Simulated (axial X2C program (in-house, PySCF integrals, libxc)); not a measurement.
# BBr⁺: from Re and ωe to a spectrum

A bond curve at the CCSD(T) level, 2c, was computed with an in-house all-electron X2C program for linear molecules (integrals from PySCF) (basis Br dyall-cv3z [8s9p6d4f1g], B dyall-v3z [7s6p2d1f] (cores contracted in-house)) for the state Ω = 1/2 (⟨Sz⟩ = 0.50, ⟨Lz⟩ = 0.00 at HF). Its fit gives Re = 1.7547 Å, ωe = 936.5 cm⁻¹, ωexe = 5.46 cm⁻¹ and αe = 4.202e-03 cm⁻¹; the masses are 78.9183 and 11.0093 u. Two-component means X2C with spin–orbit coupling and atomic mean-field Coulomb and Gaunt terms.

Correlated methods: 9 electrons correlated (number of frozen shells: Br 3 s, 2 p, 1 d; B 1 s), 191 virtual spin orbitals or spinors in MP2, 90 natural virtuals in coupled cluster.

Find the reduced mass, Be and the force constant.

From the CCSD(T) values: μ = 9.6615 u. Be = 16.8576/(μ Re²) = 0.5667 cm⁻¹. k = 5.8918×10⁻⁷ μ ωe² = 4.99 mdyn/Å.

A Morse curve ties αe to the other constants (Pekeris). How well does that hold?

αe(Morse) = 6Be²/ωe × (√(ωexe/Be) − 1) = 4.329e-03 cm⁻¹; the CCSD(T) curve gives 4.202e-03 cm⁻¹, a ratio of 1.03.

Where do the fundamental and the first overtone lie?

ν(1←0) = ωe − 2ωexe = 925.6 cm⁻¹; ν(2←0) = 2ωe − 6ωexe = 1840.2 cm⁻¹.

Estimate the centrifugal constant by the Kratzer relation.

D = 4Be³/ωe² = 8.30e-07 cm⁻¹.

Estimate De from a Morse curve and compare with the computed well depth of 2.873 eV to Br + B+.

De(Morse) = ωe²/(4ωexe) = 4.979 eV against 2.873 eV computed, a ratio of 1.73. The extrapolation overshoots: the well softens faster than a Morse curve, or the lowest atomic limit lies below the one to which the curve heads.

Occupations by symmetry block were frozen at the best pattern of an incomplete PBE0 search. Dissociation energies refer to the lowest single-determinant-based atoms at the same level and basis. Coupled cluster ran in a truncated set of natural virtual spinors; the MP2 energy of the rest was added. (T) has no such correction and the atoms are truncated less, which lowers De at CCSD(T) by a hundredth of an eV or more.
